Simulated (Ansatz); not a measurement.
All numbers were calculated with Ansatz.

A structure relaxed at PBE0-D4/def2-TZVP, charge 0, multiplicity 1:

```xyz
14

C     1.435    0.812    2.154
Si   -0.107    0.313    1.210
Si    0.343   -0.138   -1.048
F     1.519   -1.243   -1.147
Si   -1.544   -0.910   -2.205
H     2.182    0.017    2.114
H     1.199    1.009    3.202
H     1.876    1.715    1.726
H    -1.121    1.407    1.229
H    -0.733   -0.890    1.827
H     0.852    1.095   -1.718
H    -2.591    0.147   -2.137
H    -2.075   -2.148   -1.575
H    -1.234   -1.188   -3.633
```

Question: Give its formula and SMILES.

Answer: CH9FSi3, `C[SiH2][SiH](F)[SiH3]`.

Question: Point group (tolerance 0.08 Å, 0.16 Å for H)?

Answer: C1.

Question: Summarise the bond lengths by kind.

Answer: 1 × C–Si 1.875 Å; 3 × C–H 1.092 Å; 2 × Si–Si 2.345 to 2.346 Å; 6 × H–Si 1.487 to 1.492 Å; 1 × F–Si 1.617 Å.
